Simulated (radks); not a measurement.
Q: All-electron atom: Xe I in [Kr] 4d10 5s1 5p6 5d1 (not the ground configuration). Calculated with a radial shooting solver on a logarithmic mesh with Libxc functionals: Dirac Kohn-Sham, RPBE, spin-unpolarised, spherical densities, finite nucleus; open shells fill j = l - 1/2 first; Fermi nuclear charge, rms radius 4.7859 fm. Some entries of the table are withheld. Estimate them.

| orbital | occ. | eigenvalue (hartree) | <r^2> (bohr^2) |
|---|---|---|---|
| 1s1/2 | 2 | -1262.431 | 0.0009636 |
| 2s1/2 | 2 | -196.6065 | 0.01543 |
| 2p1/2 | 2 | -184.7116 | 0.01139 |
| 2p3/2 | 4 | -172.7830 | 0.01267 |
| 3s1/2 | 2 | -40.40600 | 0.1072 |
| 3p1/2 | 2 | -35.46446 | 0.1019 |
| 3p3/2 | 4 | -33.19834 | 0.1099 |
| 3d3/2 | 4 | -24.51158 | 0.09193 |
| 3d5/2 | 6 | -24.03269 | 0.09423 |
| 4s1/2 | 2 | -7.48481 | 0.5799 |
| 4p1/2 | 2 | -5.73528 | 0.6330 |
| 4p3/2 | 4 | -5.28383 | 0.6805 |
| 4d3/2 | 4 | (1) | 0.8795 |
| 4d5/2 | 6 | (2) | 0.9014 |
| 5s1/2 | 1 | -0.90658 | 3.747 |
| 5p1/2 | 2 | -0.49795 | (3) |
| 5p3/2 | 4 | -0.44719 | (4) |
| 5d3/2 | 1 | -0.02100 | 60.79 |
| 5d5/2 | 0 | -0.01989 | 66.00 |

A: 
(1) 4d3/2 eigenvalue (hartree): -2.45364
(2) 4d5/2 eigenvalue (hartree): -2.38049
(3) 5p1/2 <r^2> (bohr^2): 5.155
(4) 5p3/2 <r^2> (bohr^2): 5.636
